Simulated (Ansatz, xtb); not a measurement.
Two isomers of C5H7NO

Structure X is `NC1=CC(O)=CC1`, a singlet and structure Y is `NC1=CCC=C1O`, a singlet. Both are isolated molecules in the gas phase, relaxed with B3LYP/def2-SVP; the shapes shown needn't be the lowest conformers.

X (Å):

```xyz
14

C    -0.0906   -0.5417   -0.8364
C     0.6478   -0.8587    0.2624
C     0.5877    0.2737    1.1893
C    -0.1690    1.2836    0.6874
C    -0.6791    0.8448   -0.6631
N    -0.3887   -1.3122   -1.9401
O     1.2547    0.1995    2.3649
H    -0.6129   -0.8157   -2.7950
H     0.1918   -2.1289   -2.0948
H     1.1942   -1.7816    0.4561
H     1.1154    1.0214    2.8543
H    -0.3777    2.2490    1.1478
H    -1.7831    0.7971   -0.7161
H    -0.3553    1.5136   -1.4846
```

Y (Å):

```yaml
atoms:
  - { symbol: C, position_ang: [0.7284, 0.1171, -0.2740] }
  - { symbol: C, position_ang: [0.5130, 0.3770, 1.0377] }
  - { symbol: C, position_ang: [-0.9617, 0.2355, 1.3209] }
  - { symbol: C, position_ang: [-1.5636, -0.1315, -0.0110] }
  - { symbol: C, position_ang: [-0.5676, -0.1733, -0.9239] }
  - { symbol: N, position_ang: [1.8884, 0.1553, -1.0632] }
  - { symbol: O, position_ang: [-0.6482, -0.4291, -2.2521] }
  - { symbol: H, position_ang: [2.0808, -0.7385, -1.5169] }
  - { symbol: H, position_ang: [2.7168, 0.4499, -0.5526] }
  - { symbol: H, position_ang: [1.2655, 0.6247, 1.7873] }
  - { symbol: H, position_ang: [-1.4041, 1.1723, 1.7136] }
  - { symbol: H, position_ang: [-1.1458, -0.5304, 2.0999] }
  - { symbol: H, position_ang: [-2.6244, -0.2875, -0.2013] }
  - { symbol: H, position_ang: [0.1472, -0.0548, -2.6635] }
```

Quicker runs give these differences E(Y) − E(X): GFN2-xTB +2.89 kcal/mol; HF/STO-3G +2.13 kcal/mol (at GFN2-xTB geometries); r2SCAN-D4/def2-SVP +2.65 kcal/mol (at GFN2-xTB geometries).

Task: Estimate E(Y) − E(X) at the level CCSD(T)/def2-SVP + ΔMP2/def2-TZVPP.

Result: CCSD(T)/def2-SVP + ΔMP2/def2-TZVPP gives E(Y) − E(X) = +0.35 kcal/mol, slightly favouring structure X, which is too small a margin to settle the true order.

Level by level:

```json
{"level": "GFN2-xTB", "geometry": "GFN2-xTB", "E(Y) − E(X) (kcal/mol)": "+2.89", "departure from the last row (kcal/mol)": "+2.53", "job, with rough time for the two": "optimisation, 0.35 s"}
{"level": "HF/STO-3G", "geometry": "GFN2-xTB", "E(Y) − E(X) (kcal/mol)": "+2.13", "departure from the last row (kcal/mol)": "+1.78", "job, with rough time for the two": "single point, 1.5 s"}
{"level": "r2SCAN-D4/def2-SVP", "geometry": "GFN2-xTB", "E(Y) − E(X) (kcal/mol)": "+2.65", "departure from the last row (kcal/mol)": "+2.29", "job, with rough time for the two": "single point, 11 s"}
{"level": "B3LYP/def2-SVP", "geometry": "B3LYP/def2-SVP", "E(Y) − E(X) (kcal/mol)": "+2.19", "departure from the last row (kcal/mol)": "+1.83", "job, with rough time for the two": "optimisation, 2.4 min"}
{"level": "HF/def2-SVP", "geometry": "B3LYP/def2-SVP", "E(Y) − E(X) (kcal/mol)": "+3.06", "departure from the last row (kcal/mol)": "+2.71", "job, with rough time for the two": "part of the CCSD(T) run"}
{"level": "MP2/def2-SVP", "geometry": "B3LYP/def2-SVP", "E(Y) − E(X) (kcal/mol)": "+0.97", "departure from the last row (kcal/mol)": "+0.62", "job, with rough time for the two": "part of the CCSD(T) run"}
{"level": "CCSD(T)/def2-SVP", "geometry": "B3LYP/def2-SVP", "E(Y) − E(X) (kcal/mol)": "+0.70", "departure from the last row (kcal/mol)": "+0.35", "job, with rough time for the two": "single point"}
{"level": "CCSD(T)/def2-SVP + ΔMP2/def2-TZVPP", "geometry": "B3LYP/def2-SVP", "E(Y) − E(X) (kcal/mol)": "+0.35", "departure from the last row (kcal/mol)": "", "job, with rough time for the two": "single point, 3.2 min"}
```

As drawn, both hold the same kinds of bond in the same numbers.

The largest departure from CCSD(T)/def2-SVP + ΔMP2/def2-TZVPP is that of HF/def2-SVP, 2.71 kcal/mol. The last row adds to CCSD(T) the change of the MP2 difference between the two basis sets, here −0.35 kcal/mol.

With thermal terms from frequencies at re-optimised GFN2-xTB minima (ideal gas, soft modes damped towards free rotors, one conformer each, 298.15 K, 1 atm): on the last row, ΔE + ΔZPE = +0.34, ΔH = +0.34, ΔG = +0.31 kcal/mol.

The correlated steps freeze 7 core orbitals. Run with Ansatz 0.2.0, xtb 6.7.1; the last row on 2 threads of Intel(R) Xeon(R) Processor @ 2.50GHz (Skylake/Cascade Lake) on a shared host.
